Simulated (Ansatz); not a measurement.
Total energies of `[SiH3][O][Cd][Br]`.

```xyz
7

Si    0.0106    0.7693    1.0244
O    -0.6734   -0.3977    0.1219
Cd   -0.2312   -1.3181   -1.5475
Br    0.2062   -2.5060   -3.5713
H    -0.8496    1.0330    2.2086
H     1.3694    0.3768    1.5038
H     0.1680    2.0426    0.2602
```

Charge 0, multiplicity 1. Correlated methods include outer-core shells of Br, Cd, which these sets cover unevenly. Scalar relativity is left out up to krypton. Cd takes the def2 core potential. The geometry is a stationary point of PBE0-D4/def2-TZVP. It is one conformer, not always the lowest. Basis def2-TZVPP, Ansatz.

RPA on PBE orbitals: Hartree–Fock energy of these orbitals -3104.91048 Eh, correlation -1.94554 Eh (frozen core).

| functional | energy without D4 (Eh) | D4 term (kJ/mol) |
| --- | --- | --- |
| LDA (SPW92) | -3103.01119 | – |
| PBE | -3107.96104 | -15.5 |
| revPBE | -3108.31973 | -39.7 |
| BLYP | -3108.54906 | -33.0 |
| r2SCAN | -3108.56324 | -3.6 |
| B97M-V | -3108.01840 | – |
| PBE0 | -3108.07212 | -13.2 |
| B3LYP | -3108.69260 | -25.3 |
| r2SCANh | -3108.54120 | -4.0 |
| r2SCAN0 | -3108.50989 | -4.5 |
| HSE06 (plane-wave form) | -3108.06549 | -12.6 |
| BHLYP | -3108.45168 | -22.9 |
| CAM-B3LYP | -3108.66327 | -13.8 |
| LC-ωPBE | -3108.11541 | – |
| ωB97X-V | -3108.24971 | – |
| ωB97M-V | -3108.33041 | – |
| B2PLYP | -3107.95190 | – |
| PBE-QIDH | -3107.62792 | – |

B3LYP takes the VWN-RPA correlation (the form of Gaussian; ORCA's B3LYP/G). HSE06 is the plane-wave form, built on full-range PBE exchange. The double hybrids freeze the cores in their second-order part.

LC-ωPBE has ω = 0.4 bohr⁻¹.
